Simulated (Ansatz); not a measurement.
`N=C(N)BF` → `N/C=N/BF`  (isomerisation)

Isolated molecules relaxed with PBE0-D4/def2-TZVP in Ansatz; ΔE leaves out vibrations. CCSD(T)/CBS adds triple-zeta CCSD(T) − MP2 to the extrapolated MP2 energy (def2 sets, frozen cores). DFT in def2-TZVPP. One conformer a species, not always the lowest.

| level | ΔE (eV) |
| --- | --- |
| BHLYP-D4 | -1.02 |
| CCSD/CBS(def2) | -0.90 |

(1) What does CCSD(T)/CBS give? (An estimate is asked.)

Largest T1 diagnostic among the species: 0.014.

Answers

(1) Computed: -0.89 eV. The listed levels differ from it by -0.13, -0.01 eV.

At CCSD(T), def2-SVP lies −0.13 eV from the extrapolated value and def2-TZVPP −0.01 eV. From PBE to PBE0 (25 % exact exchange), in def2-TZVPP and without D4, ΔE moves by −0.04 eV.
